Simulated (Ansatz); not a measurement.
Input file for Ansatz (a first-principles code): R-CCSD(T)/cc-pV(T+d)Z on BClH2O (SMILES OBCl), a point of a torsion scan. Files ending in .json are basis or fitting sets from the Basis Set Exchange.

Ansatz 0.2 input:
```yaml
crystal:
  periodic: [false, false, false]
  atoms:
    - {symbol: O, position_ang: [-0.91539179, -0.22066389, -0.36057616]}
    - {symbol: B, position_ang: [0.35801745, 0.13779662, -0.18625626]}
    - {symbol: Cl, position_ang: [1.55091358, -0.60588593, -1.17204042]}
    - {symbol: H, position_ang: [-1.48083633, -0.59830706, 0.30378062]}
    - {symbol: H, position_ang: [0.72114265, 0.88575483, 0.65293945]}
basis:
  gaussian:
    orbitals: cc-pV_T+d_Z.json
magnetization: {spin_polarized: false}
correlation: {method: ccsd_t, electrons: outside_noble_gas}
scf: {lower_state_search: off}
```

Output:

```
WARN ansatz: RAYON_NUM_THREADS=1 ignored (pool sized by the plan → 1); use --threads N
Functional definition: HF
these checks for a lower state are left out or cut short: stability, starts, cluster_reference, orbital_swaps, neighbouring_geometries, increment
integrals: 0.22 GiB planned
756 factors; integrals over basis functions are off by at most 9.0e-4 eV
mean field: 0.24 GiB planned
mean field evaluation 1: about -15245.8865 eV, gradient 3.3e1 eV
mean field evaluation 2: about -15245.8884 eV, gradient 3.3e1 eV
mean field evaluation 4: about -15247.9358 eV, gradient 2.5e0 eV
mean field evaluation 8: about -15247.9606 eV, gradient 2.1e-4 eV
mean field -15247.96060589 eV, -560.3522168276 hartree, gradient 1.8e-6 eV, S^2 0.000000; 0 other end points of the search recorded, 0 dependent functions left out
7 core orbitals not correlated
reference -15247.96060589 eV, -560.3522168276 hartree; 9, 9 occupied and 111, 111 virtual orbitals, 756 factors
second order -14.40015397 eV of doubles, -0.00000000 eV of singles
coupled cluster: 0.64 GiB planned
cycle   1  -14.72241984 eV  change   -3.2e-1 eV  update   7.5e-2
cycle   2  -15.03052371 eV  change   -3.1e-1 eV  update   2.1e-2
cycle   3  -15.09858188 eV  change   -6.8e-2 eV  update   1.2e-2
cycle   4  -15.08825843 eV  change    1.0e-2 eV  update   3.3e-3
cycle   5  -15.08778065 eV  change    4.8e-4 eV  update   1.5e-3
cycle   6  -15.08810738 eV  change   -3.3e-4 eV  update   4.2e-4
cycle   7  -15.08789913 eV  change    2.1e-4 eV  update   1.5e-4
cycle   8  -15.08793670 eV  change   -3.8e-5 eV  update   5.7e-5
cycle   9  -15.08794744 eV  change   -1.1e-5 eV  update   2.3e-5
cycle  10  -15.08793659 eV  change    1.1e-5 eV  update   8.2e-6
perturbative correction -0.57851339 eV, -0.0212599751 hartree
Total energy: -15263.62705588 eV, -560.9279482455 hartree
Checks for a lower state left out: stability, starts, cluster_reference, orbital_swaps, neighbouring_geometries, increment
```

Self-consistency was reached.

Cost: very roughly 9 core-seconds.
